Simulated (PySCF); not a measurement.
# A computed series [MF4]−

Computed with PySCF 2.14.0, TPSS, def2-SVP on the ligands, density fitting, scalar-relativistic core potentials, no spin-orbit coupling, vacuum. Each member is relaxed from one template within its symmetry. Distances are means of the shortest metal–ligand contacts, charges and spins Mulliken's; removal energies are rigid, with the ligand's formal charge and no counterpoise, so too large; for an anion taken off a cation in vacuum most of it is the attraction of opposite charges, and multiply charged cations can part far more cheaply with an electron moved from ligand to metal. lcecp potentials hold a fixed number of 4f electrons in the core, out of states, spins and gaps.

| metal | basis on the metal | point group | M–F (Å) | charge on M (e) | removal of one F (eV) | unstable modes (below −25 cm⁻¹) |
| --- | --- | --- | --- | --- | --- | --- |
| Ce | lcecp-1-SVP with ECP47 | Td | 2.190 | 0.98 | 6.42 | not given |
| Gd | lcecp-1-SVP with ECP53 | Td | 2.106 | 0.91 | 6.69 | not given |

Task: What does the calculation give for Nd, lcecp-1-SVP with ECP49?

Result: point group: Td, M–F (Å): 2.143, charge on M (e): 0.91, removal of one F (eV): 6.50, unstable modes (below −25 cm⁻¹): not given.
```xyz
5

Nd    0.0000    0.0000    0.0000
F     1.2375    1.2375    1.2375
F    -1.2375   -1.2375    1.2375
F     1.2375   -1.2375   -1.2375
F    -1.2375    1.2375   -1.2375
```

From Ce to Gd the M–F distance shrinks by 0.08 Å, the lanthanide contraction, and the energy to remove one F rises by 0.27 eV.

One start shape was tried for each, so a minimum needn't be the lowest isomer.
